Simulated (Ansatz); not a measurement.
(1) Predict a relaxed structure of [GeCl3]- (GeCl3⁻), charge -1, singlet, at PBE0-D4/def2-SVPD (Ansatz).

Results:

(1) 
```xyz
4

Ge   -0.3841    0.6178   -0.4686
Cl   -0.6000    0.6243    1.8473
Cl    1.9268    0.3708   -0.5584
Cl   -0.9427   -1.6130   -0.8203
```
Point group C3v (tolerance 0.1 Å). This is one stationary point.
